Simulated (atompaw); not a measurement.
## thallium (Tl): PAW (atompaw) pseudisation with PBEsol, scalar-relativistic reference atom.

thallium (Tl), PAW, made with atompaw 4.2.0.5 (PBEsol, scalar-relativistic). Core [Xe], reference 4f14 5d10 6s2 6p1. Waves: 6s (bound); 6s channel at 0.05 Ry; 6p (bound); 6p channel at 4.9 Ry; 5d (bound); 5d channel at -0.35 Ry; 4f (bound); 4f channel at -6 Ry. Local part: bessel scheme, radius 2.85 bohr. Core correction: smooth core density matched at 2.65 bohr. Augmentation charge: besselshape compensation charge, radius 2.60 bohr; PAW radius 3.00 bohr; waves and projectors: bloechl.

All-electron outer shells of the reference configuration (PBEsol, scalar-relativistic, ld1.x):

| shell | level (eV) | outermost node (bohr) | outermost maximum (bohr) |
| --- | --- | --- | --- |
| 5s | -131.04 | 0.46 | 0.80 |
| 4f | -114.08 | – | 0.36 |
| 5p | -76.09 | 0.50 | 0.90 |
| 5d | -15.48 | 0.53 | 1.11 |
| 6s | -9.60 | 1.04 | 2.08 |
| 6p | -2.36 | 1.23 | 2.91 |

(1) Estimate the cutoffs (Ry, on a coarse ladder) from which the occupation-weighted sum of valence levels, in a spherical-Bessel basis at the reference potential, stays within 10 and 1 mRy of its value at 400 Ry.

(2) What does a ghost test show?

(3) Is the overlap operator S = 1 + Σ q|β⟩⟨β| positive definite (Bessel basis up to 400 Ry)?

## Answers

(1) 35 Ry and 45 Ry.

(2) No extra level below or beside the all-electron valence levels (s, p, d, f tested).

(3) Yes: its lowest eigenvalue is 0.11 (f channel).
